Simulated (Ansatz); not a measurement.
Relaxation of Al$_{2}$FH$_{5}$NSb (10 atoms, charge 0, multiplicity 1), to a largest force component of 0.02 eV/Å in at most 50 steps.

These are results of RKS B3LYP/def2-SVP (Ansatz), not measurements.

```xyz
10
Properties=species:S:1:pos:R:3
F 0.567 -2.829 0.865
Al 0.132 -1.211 0.071
Al 1.954 0.318 -0.607
N -1.607 -0.757 -0.346
Sb -2.225 0.979 0.654
H 1.654 1.713 -1.325
H 3.528 -0.080 -0.278
H -1.680 -0.541 -1.372
H -1.437 0.496 2.207
H -0.803 1.862 0.135
```

Where does it end, and by what steps?

It converged. After 28 steps the energy has fallen by 1.114 eV; H7 moved furthest, 1.90 Å.

| step | energy less start (eV) | largest force component (eV/Å) | accepted |
| --- | --- | --- | --- |
| 0 | 0.0000 | 3.112 | yes |
| 1 | -0.4408 | 1.775 | yes |
| 2 | -0.5931 | 0.851 | yes |
| 3 | -0.6331 | 0.845 | yes |
| 4 | -0.6857 | 0.176 | yes |
| 5 | -0.7261 | 0.331 | yes |
| 6 | -0.7258 | 1.435 | no |
| 7 | -0.7598 | 0.136 | yes |
| 8 | -0.7872 | 0.175 | yes |
| 9 | -0.8177 | 0.621 | yes |
| 10 | -0.8638 | 0.395 | yes |
| 11 | -0.9028 | 0.439 | yes |
| 12 | -0.9099 | 0.651 | yes |
| 13 | -0.9772 | 0.330 | yes |
| 14 | -1.0009 | 0.322 | yes |
| 15 | -0.9994 | 0.481 | no |
| 16 | -1.0143 | 0.211 | yes |
| 17 | -1.0232 | 0.097 | yes |
| 18 | -1.0316 | 0.083 | yes |
| 19 | -1.0353 | 0.160 | yes |
| 20 | -1.0376 | 0.278 | yes |
| 21 | -1.0584 | 0.146 | yes |
| 22 | -1.0776 | 0.180 | yes |
| 23 | -1.0969 | 0.256 | yes |
| 24 | -1.0726 | 0.355 | no |
| 25 | -1.1090 | 0.179 | yes |
| 26 | -1.1060 | 0.185 | no |
| 27 | -1.1136 | 0.042 | yes |
| 28 | -1.1137 | 0.010 | yes |

```xyz
10
Properties=species:S:1:pos:R:3
F 0.295 -3.058 -0.924
Al 0.166 -1.446 -0.483
Al 1.746 0.564 -0.370
N -1.470 -0.838 -0.023
Sb -1.714 1.134 0.517
H 2.063 1.409 -1.685
H 2.524 0.939 0.969
H -2.357 -1.334 -0.113
H -1.097 1.041 2.139
H -0.072 1.538 -0.025
```

The run took 2.2 min on 2 threads of Arm Neoverse V1, on a shared host, peak memory 0.29 GiB.
